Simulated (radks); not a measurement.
Question: V4+, 19 electrons, occupied as [Ar] 3d1. All-electron calculation, Dirac Kohn-Sham, PBE, spin-unpolarised, spherical densities, finite nucleus; open shells fill j = l - 1/2 first; Fermi nuclear charge, rms radius 3.6002 fm. Program: a radial shooting solver on a logarithmic mesh with Libxc functionals.

Spin-orbit splittings of the eigenvalues, e(l+1/2) - e(l-1/2), with zeta = 2 splitting/(2l+1) and mean radii in bohr:

shell  occ.  splitting (eV)  zeta (eV)  <r> j=l-1/2  <r> j=l+1/2
2p        6           7.094      4.729       0.2722       0.2749
3p        6               ?          ?       0.9640       0.9710
3d        1         0.09856    0.03942        1.080        1.082

Estimate the 3p splitting.

Answer: 0.9122 eV (zeta = 0.6081 eV).
